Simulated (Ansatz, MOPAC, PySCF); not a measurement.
Noncovalent pair: H3NSe (SMILES N[SeH]) (first 5 atoms) with HF (SMILES F); geometry from B3LYP-D3(BJ)/def2-TZVP, rigid monomers moved along the line of their centres of mass till N1···H7 is 2.34 Å.
(charge 0, multiplicity 1):
```xyz
7

N     -1.00136     0.59996     0.75958
Se    -0.20056    -0.94693     0.04937
H     -0.82625     1.39768     0.15967
H     -2.00116     0.46821     0.85936
H     -0.92867    -0.99732    -1.24003
F      0.16002     1.37181     3.73561
H     -0.23701     1.22778     2.87735
```

Interaction energies are E(AB) − E(A) − E(B) at the monomers' geometry in the complex; basis-set methods are counterpoise corrected. Rows marked so take none.

Rows in STO-3G carry no dispersion term and start afresh at each structure; the Pople sets are all-electron and without relativity. The state reached by PM7 isn't checked; PM7 holds dispersion and hydrogen-bond terms.

Codes used: Ansatz (a quantum-chemistry and plane-wave program); MOPAC for PM7 (differences of heats of formation); PySCF for STO-3G rows, the dispersion terms. Each number belongs to the level named beside it.

### Question
One of these levels gives -4.91 kcal/mol for the interaction energy. Name it.
A) PM7
B) HF/STO-3G (no counterpoise)
C) r2SCAN-D3(BJ)/def2-TZVPPD

### Answer
A, PM7. The others give -4.16 (HF/STO-3G (no counterpoise)), -6.97 (r2SCAN-D3(BJ)/def2-TZVPPD)
